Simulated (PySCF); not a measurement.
**Hg²⁺: interval between two levels**

Hg²⁺ [Xe] 4f14 5d10 → Hg²⁺ [Xe] 4f14 5d9 6p1 [3F4, M_J = 4], as a difference of total energies. Calculation: PySCF 2.14, in x2c-TZVPall-2c with one added diffuse shell each of s, p, d type (12s12p11d2f, 117 functions); the two-component X2C-1e Hamiltonian. Correlated levels: [Kr] 4d10 4f14 frozen; the 34 highest virtual spinors dropped. "Screened" scales the spin-orbit matrix elements by Boettger's factors to mimic the two-electron term; Breit and QED terms are absent.

| method | interval between two levels (cm⁻¹) |
| --- | --- |
| GHF (screened spin-orbit) | 113140 |
| GMP2 (screened spin-orbit) | 117450 |

The labels give the starting determinants; with spin-orbit coupling the two ends relaxed to ⟨J²⟩ = 0.00, ⟨L²⟩ = 0.18, ⟨S²⟩ = 0.18 and ⟨J²⟩ = 20.06, ⟨L²⟩ = 12.21, ⟨S²⟩ = 2.19.
